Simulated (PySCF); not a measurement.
Input file for PySCF: R-BP86/6-31G* on ClH3Si (SMILES [SiH3]Cl).

```python
from pyscf import gto, scf, dft, mp
from pyscf.data.elements import chemcore

mol = gto.M(
    atom='''
    Si   -0.53098800    0.36027908    4.79360826
    Cl    1.41984324    0.49670933    4.07856802
    H    -1.00329717   -1.01546801    4.56086544
    H    -1.35109245    1.34035127    4.06086770
    H    -0.49030681    0.67208671    6.23434837
    ''',
    basis='6-31g*',
    cart=True,
    charge=0, spin=0, verbose=3, max_memory=1800)
mf = dft.RKS(mol, xc='b88,p86')
mf.conv_tol = 1e-8
mf.max_cycle = 100
mf.kernel()
if not mf.converged:
    mf = mf.newton().run(mf.mo_coeff, mf.mo_occ)
```

Program output:

```
converged SCF energy = -751.561497403539
```

Self-consistency was reached.

Cost: around 5 core-seconds (rough).
